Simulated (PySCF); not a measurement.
## Potential energy of BaCa along the bond

Set-up: PySCF, spin-free X2C with a Gaussian nucleus, basis sets Ba x2c-TZVPall, Ca x2c-TZVPall. Energies in eV from Ba + Ca in their ground configurations at the same level. State: ¹Σ⁺ (singlet), closed shell.

All columns are PBE0. A positive dipole means Ba(−)Ca(+).

```csv
R (Å),E (eV),μ (D),Mulliken charge on Ba (basis-dependent),HOMO (eV),LUMO (eV),Mayer bond order,⟨S²⟩
3.989,-0.085,-0.09,0.12,-3.28,-1.76,0.85,0.00
4.174,-0.160,-0.19,0.11,-3.33,-1.67,0.77,0.00
4.360,-0.198,-0.26,0.10,-3.37,-1.60,0.69,0.00
4.499,-0.209,-0.30,0.09,-3.40,-1.56,0.63,0.00
4.638,-0.211,-0.34,0.08,-3.44,-1.55,0.57,0.00
4.777,-0.205,-0.36,0.07,-3.47,-1.54,0.51,0.00
4.963,-0.189,-0.38,0.06,-3.51,-1.53,0.44,0.00
5.195,-0.165,-0.39,0.05,-3.55,-1.52,0.36,0.00
5.473,-0.133,-0.38,0.04,-3.59,-1.50,0.28,0.00
5.844,-0.094,-0.33,0.02,-3.64,-1.46,0.19,0.00
```

A fit through these points gives, at Re = 4.585 Å, μ = -0.33 D and dμ/dR = -0.224 D/Å; the reduced mass is 30.98 u.

**Question.** How strong is the fundamental in the double-harmonic approximation, I = 42.26·(dμ/dR)²/μred km/mol?

**Answer.** I = 42.26·(-0.224)²/30.98 = 0.0684 km/mol at PBE0.

Closed-shell solutions of metal pairs were not tested for spin polarisation, which can lower them a little. The bond is weak. Basis-set superposition, not corrected here, can be much of De in a small basis, most of all at correlated wavefunction levels. Functionals without a dispersion term scatter widely for such bonds, and LDA overbinds them. Spin–orbit coupling is left out.
